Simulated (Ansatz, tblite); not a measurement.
Cost and result up the ladder for the cluster Ir2O2⁺ (4 atoms). Total charge 1; doublet. Geometry: PBE-D4/def2-TZVP.

```xyz
4

Ir    0.628   -0.570   -1.575
Ir   -0.381    0.220    0.364
O    -1.690    0.876    1.151
O     1.443   -0.526    0.059
```

Ansatz on 4 threads of Intel Xeon on a shared host; xTB runs through tblite on one thread. Times are rough, summed over both states, and most runs start from the orbitals of an earlier one. No level here is sound enough to serve as a yardstick. The other state is a quartet at its own geometry.

In the def2 sets Ir takes a core potential; there is no spin–orbit coupling. The xTB rows come from tblite. Correlated methods freeze 2 core orbitals; core or outer-core shells of Ir are correlated, in sets that lack core-valence functions. The structure comes from a short search, and lower isomers may exist.

Run but left out: HF/def2-SVP, MP2/def2-SVP, CCSD/def2-SVP, CCSD(T)/def2-SVP (flagged by the program: other amplitudes); HF/def2-TZVP, r2SCAN-D4/def2-TZVP, B97M-V/def2-TZVP, PBE0-D4/def2-TZVP, LC-ωPBE/def2-TZVP, ωB97X-V/def2-TZVP, B2PLYP/def2-TZVP, MP2/def2-TZVP (doublet: ⟨S²⟩ 1.21 to 2.71, where a pure state has 0.75).

Correlated methods converge slowly with the basis.

xTB has no spin-polarisation term.

```csv
level,functions,wall time,quartet − doublet (eV),remarks
GFN1-xTB,26,0.022 s,1.28,–
GFN2-xTB,26,0.028 s,1.13,–
PBE-D4/def2-TZVP,142,11 s,0.02,spin-contaminated (⟨S²⟩ 1.01) (doublet)
RPA@PBE/def2-TZVP,142,21 s,-0.09,spin-contaminated (⟨S²⟩ 1.01) (doublet)
```
